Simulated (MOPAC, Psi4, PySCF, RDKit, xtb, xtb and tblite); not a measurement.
Two geometries of C₇H₈O₂, SMILES O=CCCc1ccco1, relaxed at GFN2-xTB with one dihedral held; other torsions can differ between them too.

Structure A

```
17

O     -3.8050     0.2549    -0.0965
C     -2.6173     0.2626    -0.2473
C     -1.7459    -0.9604    -0.3207
C     -0.5426    -0.8375     0.6318
C     -0.9635    -0.3252     1.9688
C     -1.3875    -0.9647     3.0954
C     -1.6992     0.0493     4.0349
C     -1.4437     1.2271     3.4086
O     -0.9980     1.0122     2.1584
H     -2.0571     1.2127    -0.3492
H     -1.3909    -1.0663    -1.3484
H     -2.3468    -1.8350    -0.0652
H      0.1830    -0.1379     0.2106
H     -0.0673    -1.8117     0.7429
H     -1.4659    -2.0226     3.2408
H     -2.0623    -0.0865     5.0327
H     -1.5319     2.2461     3.7284
```

Structure B

```
17

O     -3.8479     0.1032    -0.0723
C     -2.6689     0.1734    -0.2675
C     -1.7277    -0.9994    -0.3103
C     -0.5131    -0.7636     0.6107
C     -0.8707     0.1003     1.7758
C     -1.5541    -0.1605     2.9266
C     -1.6169     1.0632     3.6376
C     -0.9684     1.9748     2.8672
O     -0.5134     1.4028     1.7383
H     -2.1738     1.1481    -0.4458
H     -1.3956    -1.1373    -1.3411
H     -2.2770    -1.8901    -0.0005
H      0.2782    -0.2545     0.0569
H     -0.1301    -1.7229     0.9587
H     -1.9620    -1.1027     3.2299
H     -2.0813     1.2331     4.5869
H     -0.7678     3.0188     3.0025
```

Problem. Which is lower in energy at the level B3LYP-D3(BJ)/def2-SVP // GFN2-xTB in Psi4, and by how much?

Solution. A is lower, by 1.47 kcal/mol (dihedral C2–C3–C4–C5: 45° in A, 30° in B).

E(B) − E(A) in kcal/mol at the other levels, on the same two geometries: GFN2-xTB (xtb and tblite) 1.08; MMFF94 // GFN2-xTB (RDKit) 2.12; B3LYP/def2-SVP // GFN2-xTB (Psi4) 1.65; PBE/def2-SVP // GFN2-xTB (Psi4) 1.44; PBE-D3(BJ)/def2-SVP // GFN2-xTB (Psi4) 1.33; UFF // GFN2-xTB (RDKit) 2.94; PM6, restricted, heats of formation // GFN2-xTB (MOPAC) 0.46; AM1, restricted, heats of formation // GFN2-xTB (MOPAC) 0.74; GFN1-xTB // GFN2-xTB (xtb) 0.91; restricted B3LYP/6-31G*, spherical d, density fitting // GFN2-xTB (PySCF) 1.64; restricted MP2 (frozen core)/6-31G*, spherical d // GFN2-xTB (PySCF) 1.65; restricted M06-2X/6-31G*, spherical d, density fitting // GFN2-xTB (PySCF) 1.54; restricted B3LYP/6-311+G**, spherical d, density fitting // GFN2-xTB (PySCF) 1.62.
